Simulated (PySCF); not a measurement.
Si(Me)(OAc)(OMe)2, C5H12O4Si, SMILES CC(=O)O[Si](OC)(C)OC, singlet at its GFN2-xTB optimised geometry (Å):

```
22

C     -1.1176     2.2409     1.0146
O     -1.1394     1.2778     0.0000
Si    -0.4220    -0.1672     0.0000
C      1.4789    -0.1672     0.0000
O     -1.1349    -0.8153    -1.2891
C     -0.7845    -1.9728    -2.0038
O     -0.9273    -0.8900     1.4386
C     -0.8137    -2.1760     1.7351
C     -1.4141    -2.5090     3.0747
O     -0.2897    -2.9764     1.0055
H     -0.1447     2.7369     1.0467
H     -1.3172     1.7896     1.9878
H     -1.8897     2.9764     0.7888
H      1.8665    -1.1826     0.0163
H      1.8704     0.3197    -0.8889
H      1.8897     0.3505     0.8633
H     -1.6254    -2.2251    -2.6495
H      0.0992    -1.7830    -2.6161
H     -0.5768    -2.8011    -1.3257
H     -0.9651    -1.8799     3.8394
H     -1.2500    -3.5572     3.3051
H     -2.4808    -2.2979     3.0461
```

Level of theory: PBE0/def2-SVP (PySCF). Cells within 0.4 Å of a nucleus heavier than hydrogen are left out (blank, or x).

Map of the Laplacian of the electron density (e/bohr⁵), clipped to [-1.50, 1.50] on the plane z = 1.0 Å:

```
|777777777777777777777777777|
|777777777777777777777777777|
|777777777777777777777777777|
|777777777777777777777777777|
|777777778887777777777777777|
|777777785688777777777777777|
|777777784374008777777777777|
|7777777877xx577777777777777|
|7777777788x8887777777777777|
|777777778888877777777777777|
|777777777898877777777777777|
|777777777888777778777777777|
|777777777777777786077777777|
|777777777888877787687777777|
|777777777998887788877777777|
|777777778974887778777777777|
|777777778998987777777777777|
|777777777899987777777777777|
|777777777889987777777777777|
|777777777789898777777777777|
|777777777797x09877777777777|
|777777777798xx9877777777777|
|777777777789699777777777777|
|777777777778988777777777777|
|777777777777777777777777777|
|777777777777777777777777777|
|777777777777777777777777777|
```
Scale: ten equal steps from -1.50 (start of '0') to 0.486 (end of '9'), in the order '0123456789'; x runs from -5.00 to 5.00, y from -5.00 (bottom) to 5.00 (top).
